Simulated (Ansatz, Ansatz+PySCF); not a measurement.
```csv
atom,x (Å),y (Å),z (Å)
Si,0.0000,0.0000,0.0000
N,0.0000,0.0000,1.7292
```

Basis set: def2-SVP (spherical functions). Frozen core: 6 orbitals. Correlation on ROHF uses semicanonical orbitals with singles. Charge 0, multiplicity 2.

Computed with Ansatz (development build ahead of 0.2.0); each method stands on the lowest determinant of its kind that the runs found.

Task: Give the atomization energy at this shape (free ground-state atoms in the same class of orbitals less the molecule, no zero-point energy) of doublet SiN by UHF-CCSDT(Q), UHF-CCSD(T), ROHF-MP2, UHF-MP2, ROHF-CCSD(T), ROHF, UHF.

Result:

```
      method  atomization energy
UHF-CCSDT(Q)             3.57 eV
 UHF-CCSD(T)             3.46 eV
    ROHF-MP2             3.54 eV
     UHF-MP2             2.77 eV
ROHF-CCSD(T)             3.50 eV
        ROHF             0.87 eV
         UHF             1.28 eV
```

Caution for UHF-CCSDT(Q), UHF-CCSD(T), UHF-MP2: a plain start can end on a higher determinant. Caution for UHF-CCSDT(Q), UHF-CCSD(T), UHF-MP2, UHF: the unrestricted determinant is spin contaminated. Caution for UHF-CCSD(T), ROHF-CCSD(T): another reference gives a lower total. Caution for ROHF-MP2, ROHF-CCSD(T), ROHF: the determinant may break the point group.
